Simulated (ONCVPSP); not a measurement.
## fluorine (F): variants of one ONCV potential

Base potential:

ONCVPSP 4.0.1 input, shortened (lines: element, Z, core and valence counts, functional; n l f; lmax; l rc ep ncon nbas qcut; lloc lpopt rc5 dvloc0; l nproj debl; icmod fcfact rcfact), PBE, scalar-relativistic:

```
  F 9.00    1    2        4      upf
    1    0    2.00
    2    0    2.00
    2    1    5.00
    1
    0    0.75    0.00    4    7    9.60
    1    1.65    0.00    4    8    8.50
    4    2    0.50    0.00
    0    3    2.30
    1    1    3.30
    1    0.25    0.00
```

All-electron outer shells of the reference configuration (PBE, scalar-relativistic, ld1.x):

| shell | level (eV) | outermost node (bohr) | outermost maximum (bohr) |
| --- | --- | --- | --- |
| 1s | -663.37 | – | 0.11 |
| 2s | -29.90 | 0.24 | 0.76 |
| 2p | -11.11 | – | 0.71 |

Cutoffs, loose and tight: the cutoffs (Ha) at which the residual kinetic energy of the hardest occupied pseudo-wave falls to 1 and 0.1 mHa per electron. They do not see the model core or the augmentation charge, which bear on the density cutoff. Test errors are all-electron minus pseudo excitation energies from the reference, over the configurations 2s2 2p4; 2s2 2p3; 2s2 2p2; 2s2 2p1. A dash means not determined; rows that change the core or the reference have their own tests.

A true bound ghost makes a file unfit for plane-wave use even where its test errors are small: the radial tests pick states by their node count and pass the ghost by.

| change | outcome | cutoff, loose | cutoff, tight | bound ghosts | GHOST(+) flags above zero | largest test error (meV) |
| --- | --- | --- | --- | --- | --- | --- |
| base | generated | 74 Ha | 191 Ha | s | none | +4653 |
| all radii but the core radius scaled by about 1.20 (s 0.90, p 1.98 bohr); local potential polynomial inside 0.60 bohr (lpopt 2, dvloc0 0 Ha) | generated | 42 Ha | 117 Ha | none | none | +7265 |
| s: qcut 12.4 | generated | 58 Ha | 72 Ha | s | none | +4653 |
| core correction polynomial model core, fcfact 0.66 | generated | 74 Ha | 191 Ha | s | none | +4653 |
| s: qcut 10.1 | generated | 53 Ha | 180 Ha | s | none | +4653 |
| s: qcut 14; p: qcut 12.4 | generated | 63 Ha | 79 Ha | s | none | +2558 |
| p: nbas 9 | generated | 74 Ha | 191 Ha | s | none | +4735 |
| local potential polynomial inside 0.50 bohr (lpopt 2, dvloc0 6.5 Ha) | generated | 74 Ha | 191 Ha | s | none | +4653 |
| core correction Teter function, fcfact 4.5, rcfact 1.6 | generated | 74 Ha | 191 Ha | s | none | +4680 |
| p: rc 2.2 | generated | 74 Ha | 191 Ha | s | none | +9170 |
